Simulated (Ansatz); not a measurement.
System: PbH3, charge -1, multiplicity 1. Whether it binds its extra electron was not tested at this geometry. 
Geometry from a B3LYP-D3(BJ)/def2-TZVP (Ansatz, a first-principles code) optimisation:
```
Pb
H 1 1.8920
H 1 1.8920 2 91.78
H 1 1.8920 2 91.78 3 91.84
```
Charge -1, spin multiplicity 1.

Basis-set convergence of Hartree-Fock and CCSD(T) correlation energies (hartree) with Ansatz. Valence correlation only, unless marked. No spin-orbit coupling. Frozen are the shells of the preceding noble gas and the d and f shells that filled before the atom's block. Past Kr the def2 sets carry scalar-relativistic core potentials.

```
basis        functions       E(HF)  E(corr, CCSD(T))
-----------  ---------  ----------  ----------------
def2-SVPD           56  -193.52994          -0.13955
def2-TZVPPD        107  -193.54055          -0.15917
def2-QZVPPD        187  -193.54232          -0.16556
```

Extrapolating the two largest sets (X = 3 and 4) as X^-3: E(corr) = (64·(-0.16556) - 27·(-0.15917))/37 = -0.1702 Eh, an estimate of the basis-set limit. The largest set recovers 97.3 % of it, the smallest 82.0 %.
